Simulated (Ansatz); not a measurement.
Cartesian coordinates in Å:
```
O -1.3998 1.5448 1.7742
In 0.0713 1.2698 0.4510
O 1.7233 0.2932 1.0345
O 0.1651 2.4245 -1.1773
N -0.7969 -0.5910 -0.6138
Si 0.2683 -2.0193 -0.4959
H -1.1089 1.3965 2.6765
H 2.5226 0.6488 0.6406
H -0.3505 3.2288 -1.0889
H -0.9492 -0.2763 -1.5680
H -1.7094 -0.7307 -0.1897
H 1.5276 -1.6922 -1.1920
H -0.3926 -3.1603 -1.1869
H 0.4291 -2.3366 0.9356
```

The species carries charge 0 and has multiplicity 1. In takes the def2 core potential.

**Question.** List the PBE0/def2-TZVPP orbital energies in eV (Ansatz 0.2.0). (Best estimate.)

**Answer.** Computed: Occupied: -1803.39, -521.60, -521.57, -521.57, -392.62, -145.69, -127.61, -100.39, -100.33, -100.32, -84.08, -83.89, -83.88, -26.43, -26.33, -26.30, -25.45, -20.69, -20.69, -20.68, -20.50, -20.49, -15.91, -15.05, -13.36, -12.33, -12.09, -12.04, -10.89, -10.28, -9.97, -9.23, -8.49, -8.47, -8.04, -7.89, -7.88. Lowest empty: -0.99, -0.22, 0.74, 0.84, 1.11, 1.22, 1.69, 2.09.
